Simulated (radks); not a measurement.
Problem. Species: K V. Configuration: [Ne] 3s2 3p3 (the NIST ground configuration). Method: non-relativistic Kohn-Sham, PBE, spin-unpolarised, spherical densities, point nucleus; computed with a radial shooting solver on a logarithmic mesh with Libxc functionals. Some entries of the table are withheld. Estimate them.

| orbital | occ. | eigenvalue (hartree) | <r^2> (bohr^2) | <1/r> (bohr^-1) |
|---|---|---|---|---|
| 1s | 2 | (1) | (2) | 18.54 |
| 2s | 2 | (3) | 0.1792 | 3.775 |
| 2p | 6 | -12.62887 | 0.1517 | 3.699 |
| 3s | 2 | -3.27412 | 1.577 | 1.187 |
| 3p | 3 | -2.62454 | 1.790 | 1.094 |

Solution. 
(1) 1s eigenvalue (hartree): -131.2341
(2) 1s <r^2> (bohr^2): 0.008930
(3) 2s eigenvalue (hartree): -15.20957
